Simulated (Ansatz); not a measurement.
Cost and result for the atomization energy of CH6GeO3, SMILES `OC(O)[O][GeH3]` (11 atoms, 10 bonds).

```xyz
11

O    -0.345   -0.823   -1.100
C    -0.988   -0.211   -0.007
O    -1.902   -1.051    0.593
O    -0.009    0.141    0.886
Ge    1.516    0.867    0.263
H    -1.014   -1.052   -1.752
H    -1.567    0.660   -0.348
H    -1.395   -1.739    1.042
H     2.108    1.517    1.520
H     2.439   -0.222   -0.293
H     1.157    1.912   -0.804
```

Charge 0, multiplicity 1. Correlated methods include outer-core shells of Ge, which these sets cover unevenly. Scalar relativity is left out up to krypton. All single points use the PBE0-D4/def2-TZVP geometry. It is one conformer, not always the lowest. Program: Ansatz. All runs use 4 threads of an Arm Neoverse V1 on a shared host. Times are those of one run each, without the atoms' runs, and a repeat can differ threefold. Electronic energies, without spin–orbit coupling; frozen cores. CCSD(T)/CBS adds CCSD(T) − MP2 in def2-TZVPP to the MP2 limit, and its time is that of the two runs behind it. T1 = 0.012. With those shells the extrapolation isn't a true limit. B3LYP takes the VWN-RPA correlation (the form of Gaussian; ORCA's B3LYP/G).

CCSD(T)/CBS is a level of theory with its own doubt, some kJ/mol a heavy atom from the limit and from the frozen cores, so smaller differences don't rank the functionals.

```tsv
level	functions	wall time	atomization (kJ/mol)	difference from CCSD(T)/CBS	per bond
PBE-D4/def2-TZVPP (with forces)	256	3.1 s	3925.7	56.0	5.6
PBE0-D4/def2-TZVPP	256	4.2 s	3820.9	-48.8	-4.9
r2SCAN-D4/def2-TZVPP (with forces)	256	6.5 s	3859.6	-10.1	-1.0
B3LYP-D4/def2-TZVPP (with forces)	256	6.5 s	3824.0	-45.7	-4.6
B2PLYP/def2-TZVPP	256	7.5 s	3798.0	-71.7	-7.2
ωB97X-V/def2-TZVPP	256	9.5 s	3867.7	-2.0	-0.2
ωB97M-V/def2-TZVPP (with forces)	256	14 s	3853.5	-16.2	-1.6
MP2/def2-QZVPP	497	35 s	3905.6	35.9	3.6
CCSD(T)/def2-TZVPP	256	6.8 min	3767.0	-102.7	-10.3
CCSD(T)/CBS(def2)	–	7.3 min	3869.7	0.0	0.0
```

In def2-TZVPP, CCSD(T) changes the Hartree–Fock value by +1160.6 kJ/mol (the triples alone add +67.8 kJ/mol) and MP2 by +1238.9 kJ/mol; breaking electron pairs costs correlation energy, which Hartree–Fock lacks. From PBE to PBE0 (25 % exact exchange), in def2-TZVPP and without D4, the atomization energy moves by −101.7 kJ/mol: exact exchange takes away binding that semilocal exchange gives to molecules. The D4 term adds +31.8 kJ/mol with B3LYP and +16.6 kJ/mol with PBE0; it sums over pairs of atoms, weighted by their polarisabilities, and B3LYP, whose exchange is more repulsive, gets the larger term.
